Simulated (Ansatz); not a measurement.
Basis-set extrapolation for C2H9BN2, SMILES `CN(C)BN` (PBE0-D4/def2-TZVP geometry, frozen core, Ansatz 0.2.0). Multiplicity 1, RHF reference.

|  | def2-TZVPP | def2-QZVPP |
| --- | --- | --- |
| HF | -214.713797 | -214.724591 |
| MP2 correlation | -0.882874 | -0.941528 |
| CCSD(T) correlation | -0.964711 | not run |

Energies in hartree. Use E(X) = E(∞) + A·exp(−7.88·√X) for Hartree–Fock and E(X) = E(∞) + B·X^(−2.97) for correlation, with X = 3 and 4, and add CCSD(T) minus MP2 of the smaller set to the MP2 limit.

Problem. What is the CCSD(T) energy at the basis-set limit?

Solution. HF limit: -214.724591 + (-0.010794) × 0.13774 = -214.72608. MP2 limit: -0.941528 + (-0.058654) × 0.74074 = -0.98498. Higher-order term: -0.964711 − (-0.882874) = -0.08184. Total: -215.79290 hartree, 300.3 kJ/mol below CCSD(T)/def2-TZVPP.
